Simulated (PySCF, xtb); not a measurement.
C2H6FNOSi, SMILES [SiH2](O/C=C/F)N.

GFN2-xTB run with xtb at its own geometry gives an orbital gap of 4.85 eV and a dipole moment of 3.44 D.

Coordinates come from a PBE0-D3(BJ)/def2-SVP optimisation. The structure was generated by enumeration; whether it is a known compound was not checked. One conformer was computed; it need not be the lowest.

Problem. What does PBE/def2-TZVP run with PySCF give? (The exact figures need the calculation; the answer reports its results.)

Solution. gap 4.64 eV (levels -5.25 and -0.61 eV), dipole 2.32 D.
